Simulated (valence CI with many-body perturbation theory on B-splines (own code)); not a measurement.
**Sc¹⁵⁺: one-electron terms**

Computed by relativistic CI+MBPT: four valence electrons over a frozen Dirac-Fock core [He], radial functions for each j: 11 s, 11 p, 10 d, 8 f, 5 g, 2 h, with the one-electron correlation potential Σ1 (screened to all orders), the two-electron term Σ2, the three-electron term Σ3, Breit, model QED; selected single and double excitations, second order for the rest, scaled by the run's own slope (own B-spline code, finite nucleus).

No measured levels were compared; by estimate levels of excited configurations hold to 0.05 to 0.15 % of their energy, terms of the ground configuration to about 0.5 %. Among the levels kept, up to 890 cm⁻¹ of a level comes from second order outside the variational space, and about a tenth of that is noise between levels of different J, which matters for small intervals.

These are the spectroscopic orbitals of the CI (the correlating ones are not listed), shaped by the core and the other valence electrons. h is the expectation value of the core's Dirac-Fock operator, without the valence repulsion; Σ1 is computed up to l = 3 at one energy for each symmetry, that of its lowest orbital but kept below the first core excitation, so for empty shells it is not the orbital's own correlation shift; Breit and QED include the response of the core.

```csv
Orbital,h (hartree),Σ1 (cm⁻¹),Breit (cm⁻¹),QED (cm⁻¹),⟨r⟩ (bohr)
2s1/2,-47.238,-1093,1990,1542,0.3158
3s1/2,-20.554,-246,530,422,0.7481
4s1/2,-11.413,-91.5,207,166,1.375
5s1/2,-7.251,-44.4,102,82.3,2.188
6s1/2,-5.011,-24.9,57.9,46.7,3.187
7s1/2,-3.6691,-15.4,35.9,29.0,4.372
2p1/2,-45.799,-2411,3763,-105,0.2737
3p1/2,-20.115,-506,991,-28.2,0.7201
4p1/2,-11.229,-189,393,-11.3,1.359
5p1/2,-7.1566,-91.6,196,-5.6,2.183
6p1/2,-4.9564,-51.5,111,-3.2,3.194
7p1/2,-3.6347,-31.9,69.5,-2.0,4.391
2p3/2,-45.557,-2324,1683,7.0,0.2757
3p3/2,-20.045,-488,432,1.8,0.7230
4p3/2,-11.199,-182,170,0.7,1.363
5p3/2,-7.1416,-88.4,84.5,0.4,2.188
6p3/2,-4.9477,-49.7,48.0,0.2,3.200
7p3/2,-3.6293,-30.8,29.9,0.1,4.398
3d3/2,-19.8,-180,24.1,-4.5,0.6301
4d3/2,-11.096,-76.3,13.0,-1.8,1.281
5d3/2,-7.089,-39.1,7.3,-0.9,2.117
6d3/2,-4.9173,-22.6,4.4,-0.5,3.140
7d3/2,-3.6102,-14.3,2.8,-0.3,4.349
3d5/2,-19.779,-178,7.2,4.0,0.6310
4d5/2,-11.088,-75.3,3.8,1.7,1.282
5d5/2,-7.0846,-38.6,2.1,0.9,2.118
6d5/2,-4.9147,-22.3,1.3,0.5,3.142
7d5/2,-3.6085,-14.1,0.8,0.3,4.351
4f5/2,-11.022,-13.2,0.1,-0.9,1.120
5f5/2,-7.0543,-7.5,0.1,-0.4,1.961
6f5/2,-4.8981,-4.6,0.1,-0.3,2.990
7f5/2,-3.5983,-3.0,0.0,-0.2,4.205
4f7/2,-11.018,-13.2,0.0,0.7,1.120
5f7/2,-7.0523,-7.5,0.0,0.4,1.962
6f7/2,-4.8969,-4.5,0.0,0.2,2.991
7f7/2,-3.5975,-2.9,0.0,0.1,4.206
5g7/2,-7.043,,0.0,-0.3,1.718
6g7/2,-4.8912,,0.0,-0.2,2.748
7g7/2,-3.5936,,0.0,-0.1,3.966
5g9/2,-7.0417,,0.0,0.2,1.718
6g9/2,-4.8904,,0.0,0.1,2.749
7g9/2,-3.5932,,0.0,0.1,3.966
6h9/2,-4.89,,,,2.437
6h11/2,-4.8895,,,,2.437
```

Among the shells of the start configuration 2s2 2p2, Σ1 is largest in size for 2p1/2, where it is 0.024 % of h.

Lowest root of each symmetry, sizes in configuration state functions:

| J | Parity | Roots | Reference | Variational | Second order | Change by selected CI (cm⁻¹) | Change by second order (cm⁻¹) |
| --- | --- | --- | --- | --- | --- | --- | --- |
| 0 | even | 17 | 55 | 29240 | 202313 | -15098 | -4 |
| 1 | even | 31 | 129 | 31998 | 625299 | -14749 | -230 |
| 2 | even | 34 | 156 | 31992 | 901322 | -14873 | -309 |
| 3 | even | 21 | 128 | 31986 | 1007291 | -19486 | -743 |
| 4 | even | 9 | 86 | 32564 | 960203 | -15002 | -112 |
| 5 | even | 3 | 47 | 43014 | 617202 | -15305 | -20 |
| 0 | odd | 12 | 51 | 28227 | 163855 | -19402 | -5 |
| 1 | odd | 30 | 132 | 31991 | 648535 | -17807 | -106 |
| 2 | odd | 29 | 153 | 31965 | 855169 | -8588 | -145 |
| 3 | odd | 15 | 128 | 31988 | 881707 | -17427 | -314 |
| 4 | odd | 5 | 87 | 34382 | 600223 | -21242 | -190 |
| 5 | odd | 1 | 48 | 26942 | 436603 | -26951 | -40 |
